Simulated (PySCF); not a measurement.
Gas-phase reaction: 2 InCl₃ + N₂O ⇌ In₂O + N₂ + 3 Cl₂

Computed with PySCF and rigid-rotor harmonic-oscillator thermochemistry at 1 bar. † marks an energy on the PBE0/def2-TZVP geometry and frequencies; other levels use their own. MP2 and CCSD(T) freeze the core. All species are closed-shell singlets. In: scalar-relativistic def2 core potential, no spin-orbit coupling. MP2 isn't extrapolated to the basis-set limit. CCSD(T) isn't extrapolated to the basis-set limit.

PBE/def2-SVP gives ΔH°(298 K) = 705 kJ.

Task: What do MP2/def2-TZVPP†, CCSD(T)/def2-SVP†, PBE0/def2-QZVP† give?

Result: MP2/def2-TZVPP†: 673 kJ; CCSD(T)/def2-SVP†: 708 kJ; PBE0/def2-QZVP†: 661 kJ. For scale, ΔH°(298 K) is 705 kJ at this level, 640 kJ at ωB97M-V/def2-TZVP†, and runs from 538 to 791 kJ over the 18 levels computed († marks an energy on the PBE0/def2-TZVP geometry).
